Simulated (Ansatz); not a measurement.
Calculated with Ansatz (gas phase, PBE0-D4/def2-TZVP geometries, no zero-point term in ΔE). CCSD(T)/CBS is the MP2 limit (def2-TZVPP, def2-QZVPP) plus CCSD(T) − MP2 in def2-TZVPP, frozen cores. This one scheme is used for every species. For Ge outer-core shells are correlated without core-valence functions, which leaves a few kJ/mol of doubt a bond. Scalar relativity is left out up to krypton. One conformer a species, not always the lowest.

`O=[CH][GeH3]` + `O[SiH](O)O` → `O[SiH](O)[O][GeH3]` + `C=O`  (ligand exchange at a Ge–C bond)

`O=[CH][GeH3]`:

```xyz
7

O     0.927    1.742   -0.727
C     0.220    0.785   -0.869
Ge   -0.143   -0.531    0.602
H    -0.271    0.596   -1.853
H     0.308   -1.924    0.131
H     0.617   -0.100    1.859
H    -1.659   -0.569    0.857
```

`O[SiH](O)O`:

Z-matrix (Å, degrees):
```
Si
O 1 1.641
O 1 1.633 2 105.0
O 1 1.630 2 114.4 3 -119.5
H 1 1.476 2 110.6 3 122.9
H 2 0.958 1 117.9 3 -173.6
H 3 0.958 1 116.6 2 25.4
H 4 0.959 1 117.6 2 72.3
```

`O[SiH](O)[O][GeH3]`:

```xyz
11

O     1.143    1.498   -0.772
Si    0.678    0.738    0.597
O     0.132    1.863    1.653
O    -0.522   -0.336    0.366
Ge   -0.780   -1.653   -0.803
H     0.615    2.244   -1.062
H     1.887    0.044    1.080
H    -0.577    1.591    2.237
H     0.551   -2.389   -1.023
H    -1.831   -2.566   -0.162
H    -1.294   -1.034   -2.111
```

`C=O`:

Cartesian coordinates in Å:
```
C 0.000 0.004 0.003
O -0.068 -0.960 -0.701
H 0.866 0.696 -0.030
H -0.798 0.260 0.728
```

```tsv
species	CCSD(T)/CBS(def2) energy (Eh)
`O=[CH][GeH3]`	-2191.69659
`O[SiH](O)O`	-517.17167
`O[SiH](O)[O][GeH3]`	-2594.49744
`C=O`	-114.39408
```

Task: Work out ΔE.

Result: ΔE = (-2594.49744) + (-114.39408) − (-2191.69659) − (-517.17167) = -0.02326 Eh = -61.1 kJ/mol.

Largest T1 diagnostic among the species: 0.015.

The D4 term adds −4.4 kJ/mol with B3LYP and −2.7 kJ/mol with PBE0; it sums over pairs of atoms, weighted by their polarisabilities, and B3LYP, whose exchange is more repulsive, gets the larger term. From PBE to PBE0 (25 % exact exchange), in def2-TZVPP and without D4, ΔE moves by −8.1 kJ/mol. In def2-TZVPP, CCSD(T) changes the Hartree–Fock value by +17.3 kJ/mol (the triples alone add +2.0 kJ/mol) and MP2 by +14.8 kJ/mol.

B3LYP here is the variant with VWN-RPA as its local correlation; programs differ in this.
